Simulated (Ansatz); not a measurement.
Input (FCI/def2-QZVPP; Ansatz, a program for electronic structure): A basis named .json is the Basis Set Exchange file of that set.

Ansatz 0.2 input:
```yaml
crystal:
  periodic: [false, false, false]
  atoms:
    - {symbol: Sn, position_ang: [0.00000000, 0.00000000, 0.00000000]}
basis:
  gaussian:
    orbitals: def2-QZVPP.json
magnetization: {spin_polarized: true, initial_magnetization: 2}
correlation: {method: fci, electrons: outside_noble_gas}
scf: {lower_state_search: full}
```

Output:

```
Functional definition: HF
integrals: 0.15 GiB planned
817 factors; integrals over basis functions are off by at most 1.6e-8 eV
mean field: 0.21 GiB planned
mean field evaluation 1: about -5805.0831 eV, gradient 3.9e0 eV
mean field evaluation 2: about -5805.0844 eV, gradient 3.9e0 eV
mean field evaluation 4: about -5805.2947 eV, gradient 2.6e-1 eV
mean field evaluation 8: about -5805.2952 eV, gradient 4.6e-7 eV
mean field evaluation 16: about -5805.2952 eV, gradient 1.9e-3 eV
mean field evaluation 32: about -5805.2947 eV, gradient 1.6e-1 eV
mean field evaluation 64: about -5805.2952 eV, gradient 1.8e-6 eV
mean field -5805.29519877 eV, -213.3406635845 hartree, gradient 3.0e-6 eV, S^2 2.012041; 5 other end points of the search recorded, 0 dependent functions left out
9 core orbitals not correlated
reference -5805.18860455 eV, -213.3367463191 hartree; 3, 1 occupied and 70, 72 virtual orbitals, 817 factors
configuration interaction: 1.23 GiB planned
state -5806.92924447 eV, -213.4007136562 hartree
Total energy: -5806.92924447 eV, -213.4007136562 hartree
```
